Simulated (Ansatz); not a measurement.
Geometry optimisation, RKS BLYP/def2-SVP (Ansatz 0.2.0).

Input:

```yaml
crystal:
  periodic: [false, false, false]
  atoms:
    - { symbol: Ga, position_ang: [0.129742, 0.462132, -0.120182] }
    - { symbol: H, position_ang: [-0.33814, 0.143473, 1.353305] }
    - { symbol: H, position_ang: [1.593393, 0.998504, -0.369587] }
    - { symbol: H, position_ang: [-0.932852, 0.311582, -1.283336] }
    - { symbol: O, position_ang: [0.351632, -2.375974, 0.755273] }
    - { symbol: C, position_ang: [-0.646915, -3.294924, 0.295412] }
    - { symbol: H, position_ang: [-0.127546, -4.06676, -0.304716] }
    - { symbol: H, position_ang: [-1.16253, -3.809919, 1.139232] }
    - { symbol: H, position_ang: [-1.419972, -2.813995, -0.346179] }
    - { symbol: H, position_ang: [-0.078712, -1.703318, 1.348177] }
basis:
  gaussian: { orbitals: def2-SVP }
hamiltonian:
  xc: blyp
relax:
  f_tol: 0.03
  max_steps: 50
```

Run as:

```bash
$ ansatz run input.yaml --threads 2 --pin off --max-ram 3072MiB --backend cpu --events-out ev --progress --plain --runs-dir out
```

**Question.** Where does it end, and by what steps?

**Answer.** The forces met the threshold. The force dipped under the threshold on the way, but the program's further checks kept it going. After 17 steps the energy has fallen by 0.431 eV; H3 moved furthest, 1.22 Å. Joined: Ga1–O5 (2.98 → 2.20 Å).

```csv
step,energy less start (eV),largest force component (eV/Å),accepted
0,0.0000,0.671,yes
1,-0.1199,0.531,yes
2,-0.2088,1.019,yes
3,-0.2746,1.089,yes
4,-0.3430,0.791,yes
5,-0.3917,0.231,yes
6,-0.4056,0.122,yes
7,-0.4080,0.377,yes
8,-0.4226,0.155,yes
9,-0.4260,0.031,yes
10,-0.4270,0.099,yes
11,-0.4282,0.067,yes
12,-0.4293,0.009,yes
13,-0.4301,0.058,yes
14,-0.4300,0.079,no
15,-0.4307,0.023,yes
16,-0.4310,0.032,yes
17,-0.4311,0.030,yes
```

```xyz
10
Properties=species:S:1:pos:R:3
Ga 0.111 0.056 -0.023
H -0.035 0.871 1.339
H 1.551 -0.192 -0.645
H -1.160 -0.023 -0.986
O -0.149 -1.897 0.961
C -0.491 -3.071 0.188
H 0.287 -3.171 -0.592
H -0.475 -3.973 0.834
H -1.482 -2.967 -0.303
H -0.788 -1.784 1.694
```

Time of the run: 33 s on 2 threads of Arm Neoverse V1, on a shared host, peak memory 0.13 GiB.
